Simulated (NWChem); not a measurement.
All runs are NWChem calculations. System: Se, charge 0, spin multiplicity 3. Its SCF solution wasn't tested for a lower state.

Input file:

```
start mol
memory heap 100 mb stack 700 mb global 1900 mb
geometry units angstroms nocenter noautoz
  Se     0.000000     0.000000     0.000000
  symmetry group D2h
end
basis spherical
  * library sto-3g
end
scf
  rohf
  nopen 2
  maxiter 100
  thresh 1e-7
  semidirect memsize 60000000 filesize 0
  # guess.movecs holds the orbitals of an unrestricted PBE0 run
  vectors input guess.movecs swap 16 18 output mol.movecs
end
tce
  freeze core 9
  ccsd(t)
  2eorb
  2emet 13
  thresh 1e-6
  maxiter 100
  tilesize 24
end
task tce energy
```

The output up to the point where the run's verdict is printed (cleaned and shortened):

```
             Northwest Computational Chemistry Package (NWChem) 7.3.0
             --------------------------------------------------------

                                NWChem Input Module
                                -------------------

 Scaling coordinates for geometry "geometry" by  1.889725989
 (inverse scale =  0.529177249)

                             Geometry "geometry" -> ""
                             -------------------------

 Output coordinates in angstroms (scale by  1.889725989 to convert to a.u.)

  No.       Tag          Charge          X              Y              Z
 ---- ---------------- ---------- -------------- -------------- --------------
    1 Se                  34.0000     0.00000000     0.00000000     0.00000000

 Effective nuclear repulsion energy (a.u.)       0.0000000000

            Nuclear Dipole moment (a.u.)
            ----------------------------
        X                 Y               Z
 ---------------- ---------------- ----------------
     0.0000000000     0.0000000000     0.0000000000

      Symmetry information
      --------------------

 Group name             D2h
 Group number             26
 Group order               8
 No. of unique centers     1

      Symmetry unique atoms

     1


 Summary of "ao basis" -> "" (spherical)
 ------------------------------------------------------------------------------
       Tag                 Description            Shells   Functions and Types
 ---------------- ------------------------------  ------  ---------------------
 *                           sto-3g                   on all atoms

 Summary of "ao basis" -> "ao basis" (spherical)
 ------------------------------------------------------------------------------
       Tag                 Description            Shells   Functions and Types
 ---------------- ------------------------------  ------  ---------------------
 Se                          sto-3g                  8       18   4s3p1d

                                 NWChem SCF Module
                                 -----------------

  ao basis        = "ao basis"
  functions       =    18
  atoms           =     1
  closed shells   =    16
  open shells     =     2
  charge          =   0.00
  wavefunction    = ROHF
  use symmetry    = T
  symmetry adapt  = T

 Summary of "ao basis" -> "ao basis" (spherical)
 ------------------------------------------------------------------------------
       Tag                 Description            Shells   Functions and Types
 ---------------- ------------------------------  ------  ---------------------
 Se                          sto-3g                  8       18   4s3p1d

      Symmetry analysis of basis
      --------------------------

        ag          6
        au          0
        b1g         1
        b1u         3
        b2g         1
        b2u         3
        b3g         1
        b3u         3

 Forming initial guess at       0.0s

 Swapping ROHF orbitals    16   18

      Symmetry analysis of molecular orbitals - initial
      -------------------------------------------------

  Numbering of irreducible representations:

     1 ag          2 au          3 b1g         4 b1u         5 b2g
     6 b2u         7 b3g         8 b3u

  Orbital symmetries:

     1 ag          2 ag          3 b1u         4 b3u         5 b2u
     6 ag          7 b1u         8 b3u         9 b2u        10 ag
    11 b2g        12 b3g        13 b1g        14 ag         15 ag
    16 b2u        17 b1u        18 b3u

 Starting SCF solution at       0.1s

 ----------------------------------------------
         Quadratically convergent ROHF

 Convergence threshold     :          1.000E-07
 Maximum no. of iterations :          100
 Final Fock-matrix accuracy:          1.000E-09
 ----------------------------------------------

              iter       energy          gnorm     gmax       time
             ----- ------------------- --------- --------- --------
                 1    -2373.5261003482  1.68D-01  1.19D-01      0.1
```

The program stopped with an error. NWChem stopped with the message: rohf_hessv_xx: pflg invalid.
